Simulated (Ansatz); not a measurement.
Coupled-cluster diagnostics for Cu2S⁺, Ansatz.

Geometry of the doublet (PBE0-D4/def2-TZVP):

```xyz
3

Cu   -1.2592   -0.2091   -1.0868
Cu    1.1650   -0.7091    0.9750
S     0.0942    0.9182    0.1119
```

Correlated methods freeze 23 core orbitals. The structure comes from a short search, and lower isomers may exist.

Geometry of the charge 1 quartet (PBE0-D4/def2-TZVP):

```xyz
3

Cu    1.447   -1.115    0.322
Cu   -1.308    0.886   -1.130
S    -0.139    0.229    0.808
```

Q: Estimate the CCSD(T) correlation energy, the shares of MP2 and (T), T1 and the reference's ⟨S²⟩ for: charge 1, doublet, own geometry in def2-TZVPP; charge 1, quartet, own geometry in def2-TZVPP; and the rough time on 4 threads of Arm Neoverse V1 on a shared host.

A: 
| state | basis | correlation (eV) | MP2 share (%) | (T) share (%) | T1 | ⟨S²⟩ (pure) | wall time |
| --- | --- | --- | --- | --- | --- | --- | --- |
| charge 1, doublet, own geometry | def2-TZVPP | -28.821 | 106.5 | 4.3 | 0.032 | 0.76 (0.75) | 18 s |
| charge 1, quartet, own geometry | def2-TZVPP | -26.515 | 103.0 | 3.8 | 0.039 | 3.77 (3.75) | 44 s |
Customary marks for T1 are 0.02 (closed shells), 0.045 (open shells) and about 0.05 (3d metals). T1 exceeds 0.02 in 2 of 2 rows and 0.045 in 0; the higher it lies, the less the single-reference result can be trusted.
